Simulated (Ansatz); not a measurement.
Consider the formal exchange of groups at the Si–I bond: `CO[SiH](Cl)I` + `C#C` → `C#C[SiH](Cl)OC` + HI.

Program: Ansatz. Geometries: PBE0-D4/def2-TZVP. ΔE: electronic, gas phase. CCSD(T)/CBS is the MP2 limit (def2-TZVPP, def2-QZVPP) plus CCSD(T) − MP2 in def2-TZVPP, frozen cores. This one scheme is used for every species. Functionals use def2-TZVPP. B3LYP here is the variant with VWN-RPA as its local correlation; programs differ in this. HSE06 is defined as in plane-wave codes. Elements past krypton have def2 core potentials. For I outer-core shells are correlated without core-valence functions, which leaves a few kJ/mol of doubt a bond. One conformer a species, not always the lowest.

```json
{"level": "LDA (SPW92)", "ΔE (kJ/mol)": "37.9", "difference from CCSD(T)/CBS": "-4.9"}
{"level": "PBE-D4", "ΔE (kJ/mol)": "40.4", "difference from CCSD(T)/CBS": "-2.4"}
{"level": "revPBE-D4", "ΔE (kJ/mol)": "38.3", "difference from CCSD(T)/CBS": "-4.5"}
{"level": "BLYP-D4", "ΔE (kJ/mol)": "34.4", "difference from CCSD(T)/CBS": "-8.4"}
{"level": "r2SCAN-D4", "ΔE (kJ/mol)": "38.1", "difference from CCSD(T)/CBS": "-4.7"}
{"level": "B97M-V", "ΔE (kJ/mol)": "31.2", "difference from CCSD(T)/CBS": "-11.6"}
{"level": "PBE0-D4", "ΔE (kJ/mol)": "41.8", "difference from CCSD(T)/CBS": "-1.0"}
{"level": "r2SCANh-D4", "ΔE (kJ/mol)": "39.2", "difference from CCSD(T)/CBS": "-3.6"}
{"level": "r2SCAN0-D4", "ΔE (kJ/mol)": "40.7", "difference from CCSD(T)/CBS": "-2.1"}
{"level": "HSE06-D4", "ΔE (kJ/mol)": "42.0", "difference from CCSD(T)/CBS": "-0.8"}
{"level": "BHLYP-D4", "ΔE (kJ/mol)": "39.7", "difference from CCSD(T)/CBS": "-3.1"}
{"level": "CAM-B3LYP-D4", "ΔE (kJ/mol)": "34.2", "difference from CCSD(T)/CBS": "-8.6"}
{"level": "ωB97X-V", "ΔE (kJ/mol)": "38.7", "difference from CCSD(T)/CBS": "-4.1"}
{"level": "B2PLYP", "ΔE (kJ/mol)": "35.6", "difference from CCSD(T)/CBS": "-7.2"}
{"level": "PBE-QIDH", "ΔE (kJ/mol)": "41.2", "difference from CCSD(T)/CBS": "-1.6"}
{"level": "BLYP", "ΔE (kJ/mol)": "32.4", "difference from CCSD(T)/CBS": "-10.4"}
{"level": "r2SCAN", "ΔE (kJ/mol)": "38.4", "difference from CCSD(T)/CBS": "-4.4"}
{"level": "PBE0", "ΔE (kJ/mol)": "41.0", "difference from CCSD(T)/CBS": "-1.8"}
{"level": "B3LYP", "ΔE (kJ/mol)": "34.4", "difference from CCSD(T)/CBS": "-8.4"}
{"level": "r2SCANh", "ΔE (kJ/mol)": "39.4", "difference from CCSD(T)/CBS": "-3.4"}
{"level": "r2SCAN0", "ΔE (kJ/mol)": "40.8", "difference from CCSD(T)/CBS": "-2.0"}
{"level": "HSE06", "ΔE (kJ/mol)": "41.1", "difference from CCSD(T)/CBS": "-1.7"}
{"level": "BHLYP", "ΔE (kJ/mol)": "35.3", "difference from CCSD(T)/CBS": "-7.5"}
{"level": "CAM-B3LYP", "ΔE (kJ/mol)": "33.1", "difference from CCSD(T)/CBS": "-9.7"}
{"level": "LC-ωPBE", "ΔE (kJ/mol)": "40.0", "difference from CCSD(T)/CBS": "-2.8"}
{"level": "RPA@PBE/def2-TZVPP", "ΔE (kJ/mol)": "26.9", "difference from CCSD(T)/CBS": "-15.9"}
{"level": "HF/def2-SVP", "ΔE (kJ/mol)": "29.3", "difference from CCSD(T)/CBS": "-13.5"}
{"level": "MP2/def2-SVP", "ΔE (kJ/mol)": "29.7", "difference from CCSD(T)/CBS": "-13.1"}
{"level": "CCSD/def2-SVP", "ΔE (kJ/mol)": "27.0", "difference from CCSD(T)/CBS": "-15.8"}
{"level": "CCSD(T)/def2-SVP", "ΔE (kJ/mol)": "26.0", "difference from CCSD(T)/CBS": "-16.8"}
{"level": "HF/def2-TZVPP", "ΔE (kJ/mol)": "35.3", "difference from CCSD(T)/CBS": "-7.5"}
{"level": "MP2/def2-TZVPP", "ΔE (kJ/mol)": "39.3", "difference from CCSD(T)/CBS": "-3.5"}
{"level": "SCS-MP2/def2-TZVPP", "ΔE (kJ/mol)": "34.5", "difference from CCSD(T)/CBS": "-8.3"}
{"level": "CCSD/def2-TZVPP", "ΔE (kJ/mol)": "32.4", "difference from CCSD(T)/CBS": "-10.4"}
{"level": "CCSD(T)/def2-TZVPP", "ΔE (kJ/mol)": "32.4", "difference from CCSD(T)/CBS": "-10.4"}
{"level": "MP2/def2-QZVPP", "ΔE (kJ/mol)": "45.3", "difference from CCSD(T)/CBS": "2.5"}
{"level": "SCS-MP2/def2-QZVPP", "ΔE (kJ/mol)": "40.1", "difference from CCSD(T)/CBS": "-2.7"}
{"level": "HF/CBS(def2)", "ΔE (kJ/mol)": "35.6", "difference from CCSD(T)/CBS": "-7.2"}
{"level": "MP2/CBS(def2)", "ΔE (kJ/mol)": "49.6", "difference from CCSD(T)/CBS": "6.8"}
{"level": "CCSD/CBS(def2)", "ΔE (kJ/mol)": "42.7", "difference from CCSD(T)/CBS": "-0.1"}
{"level": "CCSD(T)/CBS", "ΔE (kJ/mol)": "42.8", "difference from CCSD(T)/CBS": "0"}
```

Largest T1 diagnostic among the species: 0.013.

Leaving LDA and LC-ωPBE aside and taking each functional with its dispersion term where it has one, the values spread over 10.9 kJ/mol, from B97M-V to HSE06-D4. At CCSD(T), def2-SVP lies −16.8 kJ/mol from the extrapolated value and def2-TZVPP −10.4 kJ/mol.
